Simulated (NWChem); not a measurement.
# A calculation on tin monoxide (OSn)

```xyz
2

Sn     0.0000     0.0000     0.2536
O      0.0000     0.0000    -1.5848
```
Charge 0, spin multiplicity 1.

All runs are NWChem calculations. The geometry was optimised at PBE0/def2-SVP with def2 effective core potentials on Sn, a minimum by its harmonic frequencies.

Symmetry labels belong to the abelian group C2v used in the runs, with the axes of the coordinates shown; states degenerate in a higher group split over its labels.

Effective core potentials replace the inner electrons of Sn; spin-orbit coupling is left out. The correlated methods keep 5 core orbitals frozen.

List the 4 singlet excitations that EOM-CCSD/def2-SVPD with def2 effective core potentials on Sn, 5 core orbitals frozen gives, with oscillator strengths.


```json
[
 {"state": "1", "symmetry": "a1", "energy (eV)": "3.72", "wavelength (nm)": "333", "f": "0.000"},
 {"state": "2", "symmetry": "a2", "energy (eV)": "3.72", "wavelength (nm)": "333", "f": "0.000"},
 {"state": "3", "symmetry": "b1", "energy (eV)": "3.89", "wavelength (nm)": "319", "f": "0.029"},
 {"state": "4", "symmetry": "b2", "energy (eV)": "3.89", "wavelength (nm)": "319", "f": "0.029"}
]
```
These are the lowest roots of each symmetry, so higher states are missing between them.
